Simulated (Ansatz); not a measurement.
Total energies of C3H5FGe, SMILES `[F][GeH2][C]1=CC1`.

Cartesian coordinates in Å:
```
F -2.7364 0.6864 -0.0274
Ge -1.3517 0.2481 -0.9883
C 0.1031 -0.0064 0.2081
C 0.5941 -0.0181 1.4051
C 1.5735 -0.3640 0.3471
H -1.7216 -1.0499 -1.7170
H -1.1004 1.4183 -1.9476
H 0.4304 0.1219 2.4601
H 2.3269 0.3642 0.0474
H 1.8822 -1.4004 0.2125
```

Charge 0, multiplicity 1. Correlated methods include outer-core shells of Ge, which these sets cover unevenly. Scalar relativity is left out up to krypton. The structure was optimised at the PBE0-D4/def2-TZVP level. It is one conformer, not always the lowest. Basis def2-TZVPP, the Gaussian-basis code of Ansatz.

RPA on PBE orbitals: Hartree–Fock energy of these orbitals -2291.28191 Eh, correlation -1.54656 Eh (frozen core).

| functional | energy without D4 (Eh) | D4 term (kJ/mol) |
| --- | --- | --- |
| LDA (SPW92) | -2289.30772 | – |
| PBE | -2293.63251 | -18.7 |
| revPBE | -2293.97438 | -57.3 |
| BLYP | -2294.19308 | -41.3 |
| r2SCAN | -2294.07952 | -4.6 |
| B97M-V | -2293.78566 | – |
| PBE0 | -2293.69974 | -15.8 |
| B3LYP | -2294.25186 | -30.3 |
| r2SCANh | -2294.06077 | -4.9 |
| r2SCAN0 | -2294.03426 | -5.4 |
| HSE06 (plane-wave form) | -2293.68914 | -14.8 |
| BHLYP | -2294.06917 | -23.3 |
| CAM-B3LYP | -2294.23176 | -16.1 |
| LC-ωPBE | -2293.79468 | – |
| ωB97X-V | -2293.94569 | – |
| ωB97M-V | -2294.00531 | – |
| B2PLYP | -2293.67390 | – |
| PBE-QIDH | -2293.34285 | – |

B3LYP takes the VWN-RPA correlation (the form of Gaussian; ORCA's B3LYP/G). HSE06 is the plane-wave form, built on full-range PBE exchange. The double hybrids freeze the cores in their second-order part.

LC-ωPBE has ω = 0.4 bohr⁻¹.
